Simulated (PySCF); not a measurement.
Running PySCF for Zn2

File input.py (PySCF 2.14):

```python
from pyscf import gto, scf, tdscf

mol = gto.M(
    atom='Zn 0 0 0; Zn 0 0 2.737',
    basis='lanl2dz',
    ecp={'Zn': 'lanl2dz'},
    charge=0,
    spin=0,
    symmetry=True,
    verbose=3,
)
mf = scf.UHF(mol)
mf.kernel()
td = tdscf.TDHF(mf)
td.nstates = 4
td.kernel()
td.analyze(verbose=3)
mf.dip_moment()
print('orbital energies (hartree):', [e[max(0, n-3):n+3].round(4) for e, n in zip(mf.mo_energy, mol.nelec)])
```

```bash
$ OMP_NUM_THREADS=1 python input.py
```

Output:

```
converged SCF energy = -127.02249430664  <S^2> = 7.1054274e-15  2S+1 = 1
Excitation energies (eV)
[1.05752624 1.05752624 2.81040559 2.81040559]

** Excitation energies and oscillator strengths **
Excited State   1: E1gx      1.05753 eV   1172.40 nm  f=0.0000
Excited State   2: E1gy      1.05753 eV   1172.40 nm  f=0.0000
Excited State   3: E1gx      2.81041 eV    441.16 nm  f=0.0000
Excited State   4: E1gy      2.81041 eV    441.16 nm  f=0.0000
Dipole moment(X, Y, Z, Debye):  0.00000,  0.00000,  0.00000
orbital energies (hartree): [array([-0.767 , -0.3629, -0.2346,  0.0247,  0.0247,  0.0432]), array([-0.767 , -0.3629, -0.2346,  0.0247,  0.0247,  0.0432])]
```

In short: E(SCF) = -127.022494 Eh, μz(SCF) = 0.00 D, first excitations without spin–orbit coupling 1.06, 1.06, 2.81, 2.81 eV.

It ran on AMD EPYC 7B13 (1 thread, shared host) in 1.3 s.

With symmetry on the solver can miss roots, and labels of degenerate states are those of a subgroup. The bond length is a typed value, not an optimised one. No search for the lowest solution was made.
